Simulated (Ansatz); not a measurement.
The same path of FH3OSi + H3N (10 atoms, charge 0, multiplicity 1) was run twice with different band settings. Lost on the way: Si1–O2, N7–H10. Made: Si1–N7, O2–H10.

Computed with Ansatz 0.2.0, RHF/def2-SVP.

Relaxed end points:

```xyz
10
Properties=species:S:1:pos:R:3
Si -0.272 0.395 -0.008
O -0.302 0.343 1.625
H -1.110 0.283 2.110
H 1.108 0.649 -0.424
H -1.225 1.383 -0.536
F -0.729 -1.030 -0.602
N 1.595 -2.559 1.348
H 0.883 -2.752 0.665
H 2.392 -2.199 0.854
H 1.248 -1.820 1.934
```

```xyz
10
Properties=species:S:1:pos:R:3
Si 0.258 -0.495 -0.500
O 0.254 0.320 2.810
H -0.611 0.170 3.159
H 1.149 0.661 -0.375
H -1.153 -0.218 -0.200
F 0.298 -0.941 -2.054
N 0.813 -1.750 0.539
H 0.279 -2.597 0.615
H 1.794 -1.959 0.568
H 0.508 -0.499 2.405
```

Common settings: movable images 5; climbing image yes; spring 5.0 eV/Å²; optimiser quadratic models (default); force threshold 0.05 eV/Å; iteration limit 60; end points relaxed.

| run | start path |
| --- | --- |
| 1 | through a guess of the saddle point |
| 2 | straight line |

Problem. What does each run give, and how far can it be trusted?

Solution. Run 1: converged after 22 iterations, highest image 1.688 eV above the first end. A vibrational analysis at the climbing image gives one clearly imaginary mode, 1640i cm⁻¹: a first-order saddle point.
Run 2: converged after 18 iterations, highest image 1.688 eV above the first end. Another band between the same ends (5 images) ends at a top of the same energy, where a vibrational analysis finds 1 clearly imaginary mode.
The orbitals stay closed-shell, which can raise the energy where a bond breaks towards radicals; this wasn't checked here.
